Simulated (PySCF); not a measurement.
H4N, SMILES [NH4+], charge +1. Atoms are numbered in the order given.

```xyz
5

N      0.0000     0.0000     0.0000
H      0.5912    -0.5912     0.5912
H     -0.5912    -0.5912    -0.5912
H     -0.5912     0.5912     0.5912
H      0.5912     0.5912    -0.5912
```
Charge +1, spin multiplicity 1.

The structure is a stationary point at r2SCAN-D4/def2-TZVPD.

The numbers are results of PBE/def2-TZVPD (PySCF), not measurements.

Isolated molecule, no solvent.

```
Property                                                        Value
------------------------------------------------  -------------------
total energy                                        -56.84597 hartree
point group                                                        Td
highest occupied level                                      -21.02 eV
lowest empty level                                           -6.86 eV
orbital gap                                                  14.16 eV
dipole moment about the centre of nuclear charge               0.00 D
mean static polarisability                        9.2 bohr³ (1.37 Å³)
polarisability, principal values                  9.2, 9.2, 9.2 bohr³
```
